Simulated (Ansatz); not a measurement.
A made-up structure of HTeO$_{2}$ (charge -1), closed shell:

O1  (-0.082, -0.070, 1.506)
Te2  (-0.155, -0.303, -1.149)
O3  (-0.759, 0.588, 0.584)
H4  (1.390, 0.318, -1.438)
(Å)

It is relaxed with PBE-D4/def2-SVPD and then PBE0-D4/def2-TZVPD (Ansatz 0.2.0). Atoms count as bonded within 1.22 times the sum of their covalent radii (H–H: 0.88 Å). The end point is not checked to be a true minimum.

Question: Does its bonding change? (Judge from chemistry; the calculation decides.)

Answer: Computed: No: no bond forms or breaks.

Where it ends: The first stage lowers the energy by 0.62 eV in 8 steps. It ends as HTeO₂ ([O][O][TeH]), total charge -1:
```
atom    x (Å)    y (Å)    z (Å)
  O1  -0.1432  -0.0119   1.6901
 Te2  -0.1694  -0.3324  -1.3582
  O3  -0.6532   0.5418   0.6032
  H4   1.3598   0.3357  -1.4317
```

Labels in which every atom is bracketed show which atoms are joined, not bond orders.

For scale, one of the runs: PBE0-D4/def2-TZVPD relaxation, 148 basis functions, launched by `ansatz run in.yaml --threads 2 --pin off --events-out ev --progress --plain --max-ram 4352MiB`. Hardware: 2 CPU threads of an Arm Neoverse V1, shared host. Wall time about 38 s.
